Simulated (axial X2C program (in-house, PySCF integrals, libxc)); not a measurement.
# GaS: from Re and ωe to a spectrum

A bond curve at the TPSSh level, with spin–orbit coupling, was computed with an in-house relativistic program for diatomic molecules (basis Ga dyall-cv3z [9s9p7d4f1g], S dyall-av3z [9s8p3d2f] (cores contracted in-house)) for the state Ω = 1/2 (⟨Sz⟩ = 0.50, ⟨Lz⟩ = 0.00 at TPSSh). Its fit gives Re = 2.0698 Å, ωe = 455.3 cm⁻¹, ωexe = 2.52 cm⁻¹ and αe = 1.148e-03 cm⁻¹; the masses are 68.9256 and 31.9721 u. Two-component means X2C with spin–orbit coupling and atomic mean-field Coulomb and Gaunt terms.

Problem. Find the reduced mass, Be and the force constant.

Solution. From the TPSSh values: μ = 21.8409 u. Be = 16.8576/(μ Re²) = 0.1802 cm⁻¹. k = 5.8918×10⁻⁷ μ ωe² = 2.67 mdyn/Å.

Problem. A Morse curve ties αe to the other constants (Pekeris). How well does that hold?

Solution. αe(Morse) = 6Be²/ωe × (√(ωexe/Be) − 1) = 1.172e-03 cm⁻¹; the TPSSh curve gives 1.148e-03 cm⁻¹, a ratio of 1.02.

Problem. The dipole moment p changes by 2.99 D/Å at Re. What harmonic infrared intensity follows?

Solution. I = 42.256 × (dp/dR)²/μ = 17 km/mol.

Problem. Where do the fundamental and the first overtone lie?

Solution. ν(1←0) = ωe − 2ωexe = 450.3 cm⁻¹; ν(2←0) = 2ωe − 6ωexe = 895.5 cm⁻¹.

Problem. Estimate the centrifugal constant by the Kratzer relation.

Solution. D = 4Be³/ωe² = 1.13e-07 cm⁻¹.

The state is a single determinant with fixed occupations, the lowest that a limited PBE0 search found. Density functionals use the spin component along the axis (collinear).
